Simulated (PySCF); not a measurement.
A structure optimised at B3LYP-D3(BJ)/def2-SVP, used in a PySCF frequency run:

```xyz
12

B      0.0634    -0.2341     0.8070
C      0.0778    -1.0612    -0.5420
C      0.1651    -0.1620    -1.7471
C      1.1793    -0.1298    -2.6160
H     -0.8682    -1.6350    -0.5807
H      0.9021    -1.7956    -0.5527
H     -0.6729     0.5327    -1.8773
H      2.0402    -0.8006    -2.5217
H      1.1847     0.5672    -3.4581
Cl    -1.2308     0.9556     1.0867
O      0.9774    -0.3534     1.7903
H      1.6686    -0.9977     1.5894
```
Charge 0, spin multiplicity 1.

Task: Write its SMILES and formula.

Result: C=CCB(O)Cl, C3H6BClO

Task: What are its rotational constants (standard atomic weights)?

Result: 4.3596, 1.6644, 1.3277 GHz
